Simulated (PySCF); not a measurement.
**Polarisability and C₆ of Au³⁺ (gold, charge +3)**

[Xe] 4f14 5d8, high-spin 3F determinant. Computed with PySCF 2.14 in x2c-TZVPPall with one added diffuse shell each of s, p, d, f type (12s8p8d4f1g, 113 functions), with scalar relativity by spin-free X2C-1e. Coupled (time-dependent) response in atomic units; α is the mean over directions.

| method | mean α (bohr³) | C₆ (like pair) | S(−4) |
| --- | --- | --- | --- |
| UHF | 5.618 | 32.06 | 4.879 |

S(−4) is the Cauchy moment in α(ω) = α(0) + S(−4) ω² + …

Spin-orbit coupling is absent.

α(iu) at UHF:

| u (hartree) | α(iu) (bohr³) |
| --- | --- |
| 0 | 5.618 |
| 0.0500 | 5.606 |
| 0.100 | 5.570 |
| 0.200 | 5.434 |
| 0.300 | 5.230 |
| 0.500 | 4.716 |
| 0.750 | 4.048 |
| 1.00 | 3.455 |
| 1.50 | 2.545 |
| 2.00 | 1.921 |
| 3.00 | 1.178 |
| 5.00 | 0.5589 |

A single London oscillator, α(iu) = α/(1 + u²/ω²), gives C₆ = (3/4) ω α². Matching the computed C₆ needs ω = 4 × 32.06 / (3 × 5.618²) = 1.35 hartree.

For an ion, C₆ is the dispersion term alone; charge-induced terms of lower order in 1/R come first.

Spin-orbit coupling, absent here, splits the open shell strongly.
